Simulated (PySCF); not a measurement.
C₇H₁₅ (doublet state).
Z-matrix (Å and degrees, GFN2-xTB geometry), rows numbered from 1:
```
C 
C   1  1.4713
C   2  1.5293  1  111.39
C   2  1.5659  1  112.32  3   125.52
C   4  1.5266  2  110.19  1    69.36
C   4  1.5309  2  111.31  1   -54.65
C   6  1.5246  4  113.16  2  -171.69
H   1  1.0721  2  120.87  3   -22.72
H   1  1.0723  2  120.64  3   161.30
H   2  1.1002  1  108.72  3  -118.83
H   3  1.0878  2  110.78  1   177.99
H   3  1.0866  2  111.18  1    57.18
H   3  1.0876  2  109.85  1   -62.27
H   4  1.0962  2  106.88  1  -173.09
H   5  1.0874  4  110.62  2   -69.83
H   5  1.0870  4  110.68  2   169.92
H   5  1.0882  4  110.65  2    50.37
H   6  1.0909  4  109.09  2   -51.21
H   6  1.0924  4  108.84  2    65.98
H   7  1.0879  6  110.07  4   173.93
H   7  1.0884  6  110.45  4    54.42
H   7  1.0867  6  111.39  4   -66.24
```

The hyperfine couplings belong to this conformer and change with its torsions.

The species is `[CH2][C@@H](C)[C@H](C)CC` [radical].

Theory: UKS B3LYP, pcH-1 on C H, non-relativistic, mean-field spin-orbit, GIAO (PySCF 2.14.0). Isolated species at its GFN2-xTB geometry (one conformer only). Couplings are sensitive to structure, and on GFN2-xTB geometries they can be far from those on DFT ones. No stability test was run, so a lower SCF solution isn't excluded.

The largest Mulliken spin populations are on C1 (+1.07) and C2 (-0.09). C1 is the only atom above +0.15. The angles at C1 add up to 359.9°, so it is planar; its axial dipolar tensor and the negative couplings of its protons fit spin in a p orbital normal to that plane.

Find Q in a(H) = Q·ρ(C) for the protons on the planar carbons that carry spin.

```csv
H,C,ρ(C),a(H) (G),a/ρ (G)
H8,C1,+1.075,-22.65,-21.1
H9,C1,+1.075,-22.34,-20.8
```

These protons share one ρ (within 0.01), so their mean ratio, Q = -20.9 G, is no test of linearity.

Couplings in gauss use g_iso = 2.0027.
